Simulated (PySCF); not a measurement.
Os: ionisation energy

Os [Xe] 4f14 5d6 6s2 (5D) → Os⁺ [Xe] 4f14 5d6 6s1 (6D), as a difference of total energies. Calculation: PySCF 2.14, in aug-cc-pVTZ-PP with ECP60MDF (6s6p5d3f2g, 88 functions); a scalar-relativistic core potential. Correlated levels: valence: 5s2 5p6 frozen. The calculations carry no spin-orbit coupling.

```tsv
method	ionisation energy (eV)
UHF	6.524
MP2 (valence)	8.091
SCS-MP2 (valence)	8.322
CCSD (valence)	8.065
CCSD(T) (valence)	8.208
```

Errors of the correlated levels include the incompleteness of this basis and the frozen core.

Problem. Which method comes closest to the reference value, and which is furthest?

Solution. The reference is 8.473 eV (measured; NIST levels, between the centres of gravity of the two terms). Closest: SCS-MP2 (valence) (error -0.151 eV); furthest: UHF (error -1.949 eV).
